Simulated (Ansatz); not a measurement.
The same path of H4SSn (6 atoms, charge 0, multiplicity 1) was run twice with different band settings. The coordinate that changes most is the dihedral H3–S1–Sn2–H5.

Theory: RKS PBE-D4/def2-SVP in Ansatz 0.2.0.

Relaxed end points:

```xyz
6
Properties=species:S:1:pos:R:3
S 1.054 -0.918 1.289
Sn -0.316 0.458 -0.202
H 1.152 -1.937 0.389
H -1.780 -0.374 -0.593
H 0.564 0.826 -1.644
H -0.633 1.882 0.715
```

```xyz
6
Properties=species:S:1:pos:R:3
S 0.664 -1.512 0.951
Sn -0.426 0.296 -0.292
H 1.866 -0.871 0.984
H -2.035 -0.271 -0.532
H 0.382 0.543 -1.800
H -0.409 1.751 0.641
```

Common settings: movable images 5; climbing image yes; spring 5.0 eV/Å²; start path IDPP; force threshold 0.05 eV/Å; iteration limit 60; end points relaxed.

| run | optimiser | largest step |
| --- | --- | --- |
| 1 | quadratic models (default) | default |
| 2 | lbfgs | 0.02 Å |

Task: What does each run give, and how far can it be trusted?

Result: Run 1: converged after 4 iterations, highest image 0.019 eV above the first end. A vibrational analysis at the climbing image gives one clearly imaginary mode, 138i cm⁻¹: a first-order saddle point.
Run 2: converged after 31 iterations, highest image 0.021 eV above the first end. Another band between the same ends (5 images) ends at a top of the same energy, where a vibrational analysis finds 1 clearly imaginary mode.
